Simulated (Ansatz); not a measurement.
HAl, charge -1, doublet, at the geometry of the source list (a state made from the parent by changing its charge; the spin is typed, not shown lowest) (a gas-phase anion, which may not be bound at this level); PBE/pcseg-1 in Ansatz (an electronic-structure program).

Ansatz was given this input:
Ansatz 0.2 input:
```yaml
crystal:
  periodic: [false, false, false]
  atoms:
    - {symbol: Al, position_ang: [0.44950000, 0.13630000, -0.65720000]}
    - {symbol: H, position_ang: [-0.44950000, -0.13630000, 0.65720000]}
basis:
  gaussian:
    orbitals: pcseg-1.json
hamiltonian:
  xc: pbe
total_charge: -1
magnetization: {spin_polarized: true, initial_magnetization: 1}
```
The basis file holds pcseg-1 in the JSON format of the Basis Set Exchange.

Output, abridged:

```
Functional definition: PBE
218 factors; integrals over basis functions are off by at most 2.1e-3 eV
mean field evaluation 1: about -6607.3848 eV, gradient 5.2e0 eV
mean field evaluation 2: about -6607.5318 eV, gradient 3.2e0 eV
mean field evaluation 4: about -6607.6375 eV, gradient 1.0e-1 eV
mean field evaluation 8: about -6607.6346 eV, gradient 4.4e-4 eV
mean field evaluation 16: about -6605.1979 eV, gradient 3.5e0 eV
mean field evaluation 32: about -6607.6346 eV, gradient 1.5e-5 eV
mean field -6607.63462974 eV, -242.8260938275 hartree, gradient 1.5e-5 eV, S^2 0.752067; 2 other end points of the search recorded, 0 dependent functions left out
reference -6607.63465916 eV, -242.8260949084 hartree; 8, 7 occupied and 15, 16 virtual orbitals, 218 factors
Total energy: -6607.63465916 eV, -242.8260949084 hartree
```
